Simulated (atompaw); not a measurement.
**LDA (PW92) PAW (atompaw) dataset for iodine (I), scalar-relativistic all-electron reference.**

* Element: iodine (I)
* Generator: atompaw 4.2.0.5
* Type: PAW
* Functional: LDA (PW92)
* Relativity: scalar-relativistic
* Frozen core: [Ar] 3d10
* Valence charge: 25
* Reference configuration: 4s2 4p6 4d10 5s2 5p5
* Partial waves: 4s (bound): rc 1.00 bohr; 5s (bound): rc 1.35 bohr; 4p (bound): rc 1.20 bohr; 5p (bound): rc 1.10 bohr; 4d (bound): rc 1.35 bohr; 4d channel at -1.35 Ry: rc 1.35 bohr
* Local potential: troulliermartins scheme with l = 3 at 1 Ry, radius 1.30 bohr
* Core correction: smooth core density matched at 1.00 bohr
* Augmentation charge: sinc compensation charge, radius 1.30 bohr; PAW radius 1.35 bohr; waves and projectors: custom rrkj gramschmidtortho

Poles of the logarithmic derivatives, all-electron (AE) and pseudo (PS). s: poles at -12.5 (AE) and -12.5 (PS) Ry. p: poles at -8.3 (AE) and -8.3 (PS) Ry. d: poles at -1.7 (AE) and -1.7 (PS) Ry. Test radius 1.35 bohr.

- Cutoffs needed: 100 Ry and 160 Ry (the cutoffs (Ry, on a coarse ladder) from which the occupation-weighted sum of valence levels, in a spherical-Bessel basis at the reference potential, stays within 10 and 1 mRy of its value at 400 Ry)
- Ghost test: ghost state, extra bound levels that the all-electron valence spectrum of the same l lacks: s at -324.0 eV; a true bound ghost makes a file unfit for plane-wave use (spherical-Bessel basis up to 400 Ry, 20 bohr box)
- Lowest eigenvalue of the overlap operator: 0.11 (s channel)
- Overlap eigenvalues printed by atompaw (projector basis): 0.0546, 0.0795, 0.712, 2.28, 5.3, 22.5
- Share of each valence orbital outside the PAW sphere: 4s 2 %, 5s 84 %, 4p 4 %, 5p 93 %, 4d 12 %
